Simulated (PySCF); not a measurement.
**TDDFT excited states: Cl4H6N2Sn**

Compound: trans-Sn(NH3)2Cl4.
Structure used (PBE0-D3(BJ)/def2-SVP), in Å, numbered top down from 1:
```
atom  x, y, z in Å
Sn1    0.003   -0.003    0.001
N2    -0.010   -0.028    2.266
H3    -0.442    0.827    2.618
H4     0.958   -0.079    2.586
H5    -0.526   -0.843    2.602
N6     0.016    0.023   -2.264
H7     0.511    0.848   -2.606
H8    -0.954    0.047   -2.583
H9     0.467   -0.826   -2.609
Cl10   2.407   -0.043    0.041
Cl11  -2.400    0.035   -0.017
Cl12   0.041    2.400    0.022
Cl13  -0.033   -2.406   -0.047
```

The calculation used TDDFT PBE0/def2-SVPD, vertical, gas phase, core orbitals frozen in the response, def2 core potentials past Kr in PySCF 2.14.0, density-fitted response routines. Spin–orbit coupling is left out.

Question: List the vertical singlet excitations with oscillator strengths and describe the spectrum.

Answer: 

| state | E (eV) | E (hartree) | f | \|μ\| (D) | main configurations (H = HOMO, L = LUMO) |
| --- | --- | --- | --- | --- | --- |
| S1 | 4.30 | 0.1581 | 0.0000 | 0.00 | H→L (99%) |
| S2 | 4.95 | 0.1817 | 0.038 | 1.43 | H-2/H-1→L (98%) |
| S3 | 4.95 | 0.1818 | 0.039 | 1.43 | H-2/H-1→L (98%) |
| S4 | 5.07 | 0.1862 | 0.0000 | 0.04 | H-3→L (99%) |
| S5 | 5.24 | 0.1927 | 0.0000 | 0.03 | H-5→L (95%) |
| S6 | 5.24 | 0.1927 | 0.0000 | 0.02 | H-6→L (95%) |
| S7 | 5.42 | 0.1992 | 0.041 | 1.40 | H-7→L (99%) |
| S8 | 5.76 | 0.2116 | 0.0000 | 0.02 | H-4→L (96%) |
| S9 | 5.82 | 0.2140 | 0.0000 | 0.00 | H-8→L (99%) |
| S10 | 6.43 | 0.2364 | 0.0000 | 0.00 | H→L+1 (99%) |

Triplets, Tamm–Dancoff:

| state | E (eV) | λ (nm) | main configurations (H = HOMO, L = LUMO) |
| --- | --- | --- | --- |
| T1 | 4.05 | 306.4 | H→L (98%) |
| T2 | 4.59 | 270.1 | H-2/H-1→L (≥96%) |
| T3 | 4.59 | 270.0 | H-2/H-1→L (≥96%) |

The lowest singlet comes at 288 nm (415 kJ/mol) in the ultraviolet; it is dark (f under 0.0005); its leading configuration is HOMO→LUMO (99%). The strongest level in the table is S2/S3 at 4.95 eV (251 nm, f = 0.077 summed). S2/S3 and S5/S6 lie within about 0.01 eV of each other in each set. Löwdin shares by element: HOMO chlorine 100%; LUMO chlorine 42% or more, tin 25% (atoms not listed hold the other 33%). Of the 10 states listed, 3 reach f = 0.01 and 7 stay under 0.0005. Orbital energies (eV): HOMO-3 -8.62, HOMO-2 -8.42, HOMO-1 -8.42, HOMO -7.84, LUMO -2.26, LUMO+1 -0.46, LUMO+2 -0.05. All these states lie below the vertical ionisation energy of 9.56 eV (ΔSCF). Orbitals of the list HOMO-3 to LUMO+2 that lie within 0.01 eV of each other are written together with a slash and their weights summed (≥ marks a lower bound); for degenerate orbitals outside that list single weights are arbitrary. Only the lowest 10 singlets were computed, as vertical energies without vibronic structure.

On Arm Neoverse V1, one thread, shared host with 32 logical CPUs at a one-minute load of 16, this took 4.5 min of wall time (grids of density and orbitals included) and 1.2 GiB of memory at its peak.
